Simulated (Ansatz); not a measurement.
Two members of one family ((BeO)n), computed with Ansatz in the gas phase. The two geometries come from different levels. Binding counts from free atoms in the multiplicity of their measured ground term, without zero-point energy. The structures are stationary points that may keep the symmetry of their start.

First: (BeO)3 ring (singlet, charge 0, PBE0-D4/def2-SVP geometry).

Cartesian coordinates in Å:
```
Be 0.872 -0.410 -0.856
O 0.447 0.951 -1.204
Be -0.512 1.177 -0.116
O -1.081 0.509 1.061
Be -0.360 -0.766 0.971
O 0.634 -1.460 0.143
```

```tsv
level	HOMO (eV)	LUMO (eV)	gap (eV)	binding per atom (eV)
PBE-D4/def2-TZVP	-7.01	-2.25	4.76	4.93
r2SCAN-D4/def2-TZVP	-7.30	-1.70	5.60	4.87
r2SCANh-D4/def2-TZVP	-7.88	-1.47	6.41	4.80
PBE0-D4/def2-SVP	-8.76	-1.43	7.33	4.67
CAM-B3LYP-D4/def2-TZVP	-10.04	-0.76	9.28	4.82
```

Second: (BeO)4 cube (singlet, charge 0, B3LYP-D4/def2-SVP geometry).

```tsv
atom	x (Å)	y (Å)	z (Å)
Be1	0.303	1.009	-0.710
O2	-0.312	-0.295	-1.458
Be3	-1.240	-0.249	-0.125
O4	-0.809	1.203	0.458
Be5	0.261	0.246	1.219
O6	1.484	0.299	0.151
Be7	0.676	-1.006	-0.383
O8	-0.363	-1.207	0.850
```

Question: Estimate how these quantities change from the first to the second (second minus first).

Answer: 
```json
{"level": "PBE-D4/def2-TZVP", "Δ HOMO (eV)": "0.20", "Δ LUMO (eV)": "-0.42", "Δ gap (eV)": "-0.62", "Δ binding per atom (eV)": "0.01"}
{"level": "r2SCAN-D4/def2-TZVP", "Δ HOMO (eV)": "0.26", "Δ LUMO (eV)": "-0.45", "Δ gap (eV)": "-0.70", "Δ binding per atom (eV)": "0.00"}
{"level": "r2SCANh-D4/def2-TZVP", "Δ HOMO (eV)": "0.25", "Δ LUMO (eV)": "-0.43", "Δ gap (eV)": "-0.68", "Δ binding per atom (eV)": "0.00"}
{"level": "PBE0-D4/def2-SVP", "Δ HOMO (eV)": "0.08", "Δ LUMO (eV)": "-0.52", "Δ gap (eV)": "-0.60", "Δ binding per atom (eV)": "0.03"}
{"level": "CAM-B3LYP-D4/def2-TZVP", "Δ HOMO (eV)": "0.20", "Δ LUMO (eV)": "-0.32", "Δ gap (eV)": "-0.52", "Δ binding per atom (eV)": "-0.03"}
```
